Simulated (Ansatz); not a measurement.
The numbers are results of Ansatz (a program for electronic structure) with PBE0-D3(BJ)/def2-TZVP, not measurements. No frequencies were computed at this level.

Ansatz 0.2 input:
```yaml
crystal:
  periodic: [false, false, false]
  atoms:
    - { symbol: C, position_ang: [2.326899, 0.991943, 0.245304] }
    - { symbol: Si, position_ang: [1.323675, -0.107638, -0.675303] }
    - { symbol: C, position_ang: [-0.569186, -0.213046, -0.496312] }
    - { symbol: C, position_ang: [-1.133904, 0.998437, 0.237661] }
    - { symbol: C, position_ang: [-0.967175, -1.498972, 0.229929] }
    - { symbol: H, position_ang: [3.394827, 1.03375, 0.1255] }
    - { symbol: H, position_ang: [1.917973, 1.707738, 0.937706] }
    - { symbol: H, position_ang: [1.772621, -1.114076, -1.636559] }
    - { symbol: H, position_ang: [-1.027457, -0.239919, -1.494967] }
    - { symbol: H, position_ang: [-0.726617, 1.058031, 1.244402] }
    - { symbol: H, position_ang: [-2.219548, 0.931601, 0.315076] }
    - { symbol: H, position_ang: [-0.884176, 1.91953, -0.284647] }
    - { symbol: H, position_ang: [-0.562061, -1.502743, 1.241005] }
    - { symbol: H, position_ang: [-0.593941, -2.381544, -0.288601] }
    - { symbol: H, position_ang: [-2.05193, -1.583092, 0.299805] }
basis:
  gaussian: { orbitals: def2-tzvp }
hamiltonian:
  xc: pbe0
  dispersion: d3bj
relax:
  max_steps: 150
```

Output:

```
Functional definition: PBE0
1428 factors; their error is unknown
mean field evaluation 1: about -12164.1298 eV, gradient 8.2e1 eV
mean field evaluation 2: about -12144.5180 eV, gradient 1.1e2 eV
mean field evaluation 4: about -12180.1641 eV, gradient 1.2e1 eV
mean field evaluation 8: about -12180.5337 eV, gradient 2.5e-1 eV
mean field evaluation 16: about -12180.5457 eV, gradient 5.3e-4 eV
mean field -12180.54565981 eV, -447.6267967275 hartree, gradient 4.0e-5 eV, S^2 0.000000; 0 other end points of the search recorded, 0 dependent functions left out
reference -12180.54569606 eV, -447.6267980599 hartree; 24, 24 occupied and 197, 197 virtual orbitals, 1428 factors
relax step   1: F+E_penalty+E_count = -12180.85412284 eV  Δ(F+E_penalty+E_count) = +0.000e0 eV  max|allowed force component| = 1.133e0 eV/Å  Δτ_max = 0.0000 Å  (29 SCF iters, accepted)
these checks for a lower state are left out or cut short: starts, cluster_reference, orbital_swaps, neighbouring_geometries, increment
1428 factors; their error is unknown
mean field -12180.62494474 eV, -447.6297103952 hartree, gradient 1.8e-5 eV, S^2 0.000000; 0 other end points of the search recorded, 0 dependent functions left out
reference -12180.62498087 eV, -447.6297117230 hartree; 24, 24 occupied and 197, 197 virtual orbitals, 1428 factors
relax step   2: F+E_penalty+E_count = -12180.93311708 eV  Δ(F+E_penalty+E_count) = -7.899e-2 eV  max|allowed force component| = 6.630e-1 eV/Å  Δτ_max = 0.1019 Å  (30 SCF iters, accepted)
these checks for a lower state are left out or cut short: starts, cluster_reference, orbital_swaps, neighbouring_geometries, increment
1428 factors; their error is unknown
mean field evaluation 32: about -12180.6259 eV, gradient 1.9e-5 eV
mean field -12180.62593194 eV, -447.6297466740 hartree, gradient 1.9e-5 eV, S^2 0.000000; 0 other end points of the search recorded, 0 dependent functions left out
reference -12180.62596827 eV, -447.6297480092 hartree; 24, 24 occupied and 197, 197 virtual orbitals, 1428 factors
relax step   3: F+E_penalty+E_count = -12180.93423680 eV  Δ(F+E_penalty+E_count) = -1.120e-3 eV  max|allowed force component| = 8.381e-1 eV/Å  Δτ_max = 0.1567 Å  (30 SCF iters, accepted)
these checks for a lower state are left out or cut short: starts, cluster_reference, orbital_swaps, neighbouring_geometries, increment
1428 factors; their error is unknown
mean field -12180.63911844 eV, -447.6302312688 hartree, gradient 9.7e-6 eV, S^2 0.000000; 0 other end points of the search recorded, 0 dependent functions left out
reference -12180.63915447 eV, -447.6302325930 hartree; 24, 24 occupied and 197, 197 virtual orbitals, 1428 factors
relax step   4: F+E_penalty+E_count = -12180.94626639 eV  Δ(F+E_penalty+E_count) = -1.203e-2 eV  max|allowed force component| = 3.357e-1 eV/Å  Δτ_max = 0.2000 Å  (31 SCF iters, accepted)
these checks for a lower state are left out or cut short: starts, cluster_reference, orbital_swaps, neighbouring_geometries, increment
1428 factors; their error is unknown
mean field -12180.57538033 eV, -447.6278889365 hartree, gradient 2.2e-5 eV, S^2 0.000000; 0 other end points of the search recorded, 0 dependent functions left out
reference -12180.57541648 eV, -447.6278902650 hartree; 24, 24 occupied and 197, 197 virtual orbitals, 1428 factors
relax step   5: F+E_penalty+E_count = -12180.88213133 eV  Δ(F+E_penalty+E_count) = +6.414e-2 eV  max|allowed force component| = 1.042e0 eV/Å  Δτ_max = 0.1404 Å  (31 SCF iters, rejected (line search))
these checks for a lower state are left out or cut short: starts, cluster_reference, orbital_swaps, neighbouring_geometries, increment
1428 factors; their error is unknown
mean field -12180.65477995 eV, -447.6308068187 hartree, gradient 1.3e-5 eV, S^2 0.000000; 0 other end points of the search recorded, 0 dependent functions left out
reference -12180.65481605 eV, -447.6308081454 hartree; 24, 24 occupied and 197, 197 virtual orbitals, 1428 factors
relax step   6: F+E_penalty+E_count = -12180.96289031 eV  Δ(F+E_penalty+E_count) = -1.662e-2 eV  max|allowed force component| = 6.969e-2 eV/Å  Δτ_max = 0.0701 Å  (32 SCF iters, accepted)
these checks for a lower state are left out or cut short: starts, cluster_reference, orbital_swaps, neighbouring_geometries, increment
1428 factors; their error is unknown
mean field -12180.65555351 eV, -447.6308352468 hartree, gradient 9.2e-6 eV, S^2 0.000000; 0 other end points of the search recorded, 0 dependent functions left out
reference -12180.65558960 eV, -447.6308365729 hartree; 24, 24 occupied and 197, 197 virtual orbitals, 1428 factors
relax step   7: F+E_penalty+E_count = -12180.96372652 eV  Δ(F+E_penalty+E_count) = -8.362e-4 eV  max|allowed force component| = 3.054e-2 eV/Å  Δτ_max = 0.0382 Å  (32 SCF iters, accepted)
these checks for a lower state are left out or cut short: starts, cluster_reference, orbital_swaps, neighbouring_geometries, increment
1428 factors; their error is unknown
mean field evaluation 64: about -12180.6561 eV, gradient 5.1e-1 eV
mean field -12180.65645300 eV, -447.6308683024 hartree, gradient 9.1e-6 eV, S^2 0.000000; 0 other end points of the search recorded, 0 dependent functions left out
reference -12180.65648910 eV, -447.6308696288 hartree; 24, 24 occupied and 197, 197 virtual orbitals, 1428 factors
relax step   8: F+E_penalty+E_count = -12180.96462650 eV  Δ(F+E_penalty+E_count) = -9.000e-4 eV  max|allowed force component| = 1.594e-2 eV/Å  Δτ_max = 0.0369 Å  (32 SCF iters, accepted)
these checks for a lower state are left out or cut short: starts, cluster_reference, orbital_swaps, neighbouring_geometries, increment
1428 factors; their error is unknown
mean field -12180.65661261 eV, -447.6308741676 hartree, gradient 9.1e-6 eV, S^2 0.000000; 0 other end points of the search recorded, 0 dependent functions left out
reference -12180.65664871 eV, -447.6308754944 hartree; 24, 24 occupied and 197, 197 virtual orbitals, 1428 factors
relax step   9: F+E_penalty+E_count = -12180.96484193 eV  Δ(F+E_penalty+E_count) = -2.154e-4 eV  max|allowed force component| = 1.820e-2 eV/Å  Δτ_max = 0.0239 Å  (32 SCF iters, accepted)
these checks for a lower state are left out or cut short: starts, cluster_reference, orbital_swaps, neighbouring_geometries, increment
1428 factors; their error is unknown
mean field -12180.65669022 eV, -447.6308770198 hartree, gradient 9.1e-6 eV, S^2 0.000000; 0 other end points of the search recorded, 0 dependent functions left out
reference -12180.65672632 eV, -447.6308783467 hartree; 24, 24 occupied and 197, 197 virtual orbitals, 1428 factors
relax step  10: F+E_penalty+E_count = -12180.96495218 eV  Δ(F+E_penalty+E_count) = -1.103e-4 eV  max|allowed force component| = 2.003e-2 eV/Å  Δτ_max = 0.0233 Å  (33 SCF iters, accepted)
these checks for a lower state are left out or cut short: starts, cluster_reference, orbital_swaps, neighbouring_geometries, increment
1428 factors; their error is unknown
mean field -12180.65673278 eV, -447.6308785839 hartree, gradient 9.2e-6 eV, S^2 0.000000; 0 other end points of the search recorded, 0 dependent functions left out
reference -12180.65676889 eV, -447.6308799110 hartree; 24, 24 occupied and 197, 197 virtual orbitals, 1428 factors
relax step  11: F+E_penalty+E_count = -12180.96498540 eV  Δ(F+E_penalty+E_count) = -3.321e-5 eV  max|allowed force component| = 1.152e-2 eV/Å  Δτ_max = 0.0109 Å  (33 SCF iters, accepted)
these checks for a lower state are left out or cut short: starts, cluster_reference, orbital_swaps, neighbouring_geometries, increment
1428 factors; their error is unknown
mean field evaluation 96: about -12180.6568 eV, gradient 9.2e-6 eV
mean field -12180.65677085 eV, -447.6308799831 hartree, gradient 9.2e-6 eV, S^2 0.000000; 0 other end points of the search recorded, 0 dependent functions left out
reference -12180.65680697 eV, -447.6308813104 hartree; 24, 24 occupied and 197, 197 virtual orbitals, 1428 factors
relax step  12: F+E_penalty+E_count = -12180.96500094 eV  Δ(F+E_penalty+E_count) = -1.554e-5 eV  max|allowed force component| = 3.974e-3 eV/Å  Δτ_max = 0.0081 Å  (33 SCF iters, accepted)
1428 factors; their error is unknown
mean field -12180.65677085 eV, -447.6308799831 hartree, gradient 9.2e-6 eV, S^2 0.000000; 1 other end points of the search recorded, 0 dependent functions left out
reference -12180.65680697 eV, -447.6308813104 hartree; 24, 24 occupied and 197, 197 virtual orbitals, 1428 factors
Total energy: -12180.96503706 eV, -447.6422085572 hartree
Atom 0 at     2.300109     1.082853     0.089669 Å, force    -0.000817     0.002013     0.003265 eV/Å
Atom 1 at     1.315901    -0.140919    -0.561497 Å, force    -0.000320     0.001162     0.000929 eV/Å
Atom 2 at    -0.555055    -0.202443    -0.439320 Å, force    -0.000364    -0.002015     0.001460 eV/Å
Atom 3 at    -1.106086     0.988120     0.337712 Å, force     0.000237     0.000699    -0.000042 eV/Å
Atom 4 at    -1.022361    -1.533243     0.151963 Å, force     0.000242     0.000786    -0.000331 eV/Å
Atom 5 at     3.379680     1.055589    -0.004957 Å, force    -0.001319     0.001665    -0.000797 eV/Å
Atom 6 at     1.900609     1.937930     0.623074 Å, force     0.002083    -0.003974    -0.002903 eV/Å
Atom 7 at     1.915939    -1.294298    -1.277480 Å, force     0.000444    -0.000728    -0.000667 eV/Å
Atom 8 at    -0.922932    -0.146009    -1.472975 Å, force     0.000631     0.000641    -0.000554 eV/Å
Atom 9 at    -0.747348     0.982129     1.370431 Å, force    -0.000582     0.000439    -0.000084 eV/Å
Atom 10 at    -2.199419     0.953888     0.366762 Å, force     0.000280    -0.000053     0.000260 eV/Å
Atom 11 at    -0.810928     1.939481    -0.109764 Å, force    -0.000021    -0.001041    -0.000137 eV/Å
Atom 12 at    -0.696574    -1.637745     1.190661 Å, force    -0.000243    -0.000172    -0.000203 eV/Å
Atom 13 at    -0.636554    -2.390681    -0.405280 Å, force    -0.000527     0.000424    -0.000017 eV/Å
Atom 14 at    -2.114981    -1.594652     0.141000 Å, force     0.000274     0.000152    -0.000179 eV/Å
Dipole moment:    -0.336233    -0.144564    -0.061229 e Å
```

Cost: about 2.8 core-minutes (a rough figure).
